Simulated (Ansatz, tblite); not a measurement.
Cost and result up the ladder for Si11AsH22 (34 atoms). Charge 0, multiplicity 2. Geometry: r2SCAN-D4/def2-SVP.

```xyz
34

Si   -3.046   -1.591   -0.412
Si   -0.406    1.669   -1.887
Si   -2.445   -1.555    3.365
Si    1.849    2.178    1.209
As    0.893   -1.342    0.252
Si    3.231    2.785   -2.286
Si   -3.726   -2.506    1.644
Si    0.107    0.907    0.277
Si   -0.882   -2.271   -1.041
Si    1.508    1.504   -3.243
Si   -0.225   -2.050    2.830
Si    3.755    1.955   -0.150
H    -3.124   -0.097   -0.346
H    -3.967   -2.048   -1.505
H    -0.820    3.108   -1.816
H    -1.539    0.883   -2.472
H    -2.635   -0.070    3.336
H    -2.904   -2.056    4.705
H     1.456    3.625    1.257
H     2.117    1.708    2.607
H     1.828   -1.099   -0.979
H     2.745    4.194   -2.137
H     4.439    2.795   -3.171
H    -5.193   -2.267    1.837
H    -3.492   -3.986    1.608
H    -1.093    0.935    1.175
H    -0.641   -1.922   -2.477
H    -0.787   -3.759   -0.905
H     1.196    2.002   -4.621
H     1.939    0.075   -3.348
H     0.794   -1.396    3.710
H     0.020   -3.527    2.791
H     4.909    2.708    0.439
H     4.136    0.510   -0.247
```

Ansatz on 2 threads of AMD EPYC 7R13 on a shared host and a share (18 GiB) of an NVIDIA H100 80GB HBM3; xTB runs through tblite on one thread. Times are rough, summed over both states, and most runs start from the orbitals of an earlier one. PBE0-D4/def2-TZVP serves as the yardstick here, not as an exact answer. The other state is a singlet.

The xTB rows come from tblite. HSE06 is defined as in plane-wave codes, on full-range PBE exchange. Single mean-field runs in def2-TZVP are fitted with def2-universal-jkfit.

Raw xTB energies of ions are shifted by several eV, and xTB has no spin-polarisation term.

```csv
level,functions,wall time,vertical IE (eV),difference from PBE0-D4/def2-TZVP (eV)
GFN1-xTB,152,0.23 s,11.19,4.52
GFN2-xTB,130,0.24 s,9.70,3.03
PBE-D4/def2-TZVP (with forces),587,17 s,6.56,-0.10
PBE0-D4/def2-TZVP (with forces),587,18 s,6.67,0.00
HSE06-D4/def2-TZVP,587,18 s,6.66,-0.01
```
